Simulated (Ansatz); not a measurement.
Reactions of C6H12, SMILES `C/C=C/C(C)C`.

Isolated molecules relaxed with PBE0-D4/def2-TZVP in Ansatz; ΔE leaves out vibrations. CCSD(T)/CBS is the MP2 limit (def2-TZVPP, def2-QZVPP) plus CCSD(T) − MP2 in def2-TZVPP, frozen cores. Double bonds are as drawn, so ΔE can hold a change between cis and trans. DFT in def2-TZVPP. Each species was taken in one conformer, which may not be the lowest.

```csv
reaction,CCSD(T)/CBS(def2) (kJ/mol)
`C/C=C/C(C)C` → `C/C=C\CCC`,?
`C/C=C/C(C)C` + `C=C(N)O` → `C=C(N)OC` + `C/C=C/CC`,46
`C/C=C/C(C)C` → `C=CC(C)CC`,7
`C/C=C/C(C)C` + `CB[SiH2]Cl` → `CB(C)[SiH2]Cl` + `C/C=C/CC`,-50
```

(1) Fill in the missing values. (Best estimate.)

Largest T1 diagnostic: 0.012, for `C=C(N)O`.

Answers

(1) Computed: `C/C=C/C(C)C` → `C/C=C\CCC`: +7.5 kJ/mol.
